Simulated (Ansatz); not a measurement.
Reaction (formal loss of a carbene): `CB(Cl)OC(C)=O` → `CC(=O)OBCl` + `[CH2]` (triplet)

Isolated molecules relaxed with PBE0-D4/def2-TZVP in Ansatz; ΔE leaves out vibrations. CCSD(T)/CBS adds triple-zeta CCSD(T) − MP2 to the extrapolated MP2 energy (def2 sets, frozen cores). This one scheme is used for every species. DFT in def2-TZVPP. B3LYP here is the variant with VWN-RPA as its local correlation; programs differ in this. Triplets are unrestricted, without spin–orbit coupling. One conformer a species, not always the lowest.

(1) Is it downhill or uphill in electronic energy at CCSD(T)/CBS, and by how much? (An estimate is asked.)

(2) What do these levels give: PBE-D4, B3LYP-D4, B2PLYP, PBE0, CCSD(T)/def2-TZVPP, MP2/def2-QZVPP? (Best estimate.)

Largest T1 diagnostic among the species: 0.014.

Answers

(1) Ansatz gave: Uphill: ΔE = +487.1 kJ/mol.

(2) Ansatz gave: PBE-D4 495.1, B3LYP-D4 480.5, B2PLYP 475.8, PBE0 480.4, CCSD(T)/def2-TZVPP 474.9, MP2/def2-QZVPP 495.7 kJ/mol.

In def2-TZVPP, CCSD(T) changes the Hartree–Fock value by +139.9 kJ/mol (the triples alone add +11.5 kJ/mol) and MP2 by +153.7 kJ/mol. From PBE to PBE0 (25 % exact exchange), in def2-TZVPP and without D4, ΔE moves by −6.8 kJ/mol.
